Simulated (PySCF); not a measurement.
**Calculated NMR data**

[PySCF: GIAO PBE0/pcSseg-1 shieldings; structure optimised with GFN2-xTB; non-relativistic Hamiltonian; no solvent model; single conformer; equivalent nuclei averaged]

Chemical shifts δ = σref − σ; $^{1}$H (31.72 ppm) and $^{13}$C (186.93 ppm) vs TMS, all at this level. Where no couplings were computed, multiplicities follow the n + 1 count of equivalent neighbours, and m marks all less simple cases (inequivalent or close neighbours, rings, F or P nearby). Shifts are as computed. Against solution values, carbons near 30 ppm lie about +3 ppm off and those near 130 ppm about +5 ppm. Of 1211 compounds with measured shifts, 218 miss one by over three times the rms of a fit or turn the order of signals round; such compounds aren't used in these exercises.

**1.** `InChI=1S/C8H6O/c9-5-6-1-2-7-4-8(7)3-6/h1-3,5H,4H2`. $^{1}$H NMR (400 MHz, computed): δ 10.16 (s, 1H), 8.56 (d, 1H), 7.75 (d, 1H), 7.69 (s, 1H), 3.64 (s, 2H). $^{13}$C{$^{1}$H} NMR (computed): δ 194.6, 143.2, 141.4, 139.4, 134.0, 123.5, 119.4, 24.1.

**2.** SMILES CN(C)c1cnnnc1, C₅H₈N₄. $^{1}$H NMR (400 MHz, computed): δ 8.53 (s, 2H), 3.14 (s, 6H). $^{13}$C{$^{1}$H} NMR (computed): δ 140.0 (C), 136.2 (CH), 40.9 (CH3).
